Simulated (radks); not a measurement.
Coulomb parameter of the 4f shell of the ytterbium ion Yb3+ in the model configuration [Xe] 4f11.5 6s1.5, as a second difference U = [E(n + 0.5) + E(n - 0.5) - 2 E(n)] / (0.5)^2 with all orbitals relaxed. "Bare": the charge of the atom changes with n. "Screened": the 6s shell takes up the change at fixed total charge, which measures U(4f,4f) + U(6s,6s) - 2 U(4f,6s). Calculated with a radial shooting solver on a logarithmic mesh with Libxc functionals: scalar-relativistic Kohn-Sham, LDA (Slater exchange, Perdew-Wang correlation), spin-unpolarised, spherical densities, finite nucleus; Fermi nuclear charge, rms radius 5.3108 fm.

| case | configuration | E - E(n) (eV) |
|---|---|---|
| start | [Xe] 4f11.5 6s1.5 | 0.000 |
| bare +0.5 | [Xe] 4f12 6s1.5 | -23.876 |
| bare -0.5 | [Xe] 4f11 6s1.5 | 29.396 |
| screened +0.5 | [Xe] 4f12 6s1 | -11.256 |
| screened -0.5 | [Xe] 4f11 6s2 | 13.686 |

U(bare) = 22.077 eV, U(screened by 6s) = 9.719 eV, against the Slater integral F0(4f,4f) = 36.794 eV with frozen orbitals.
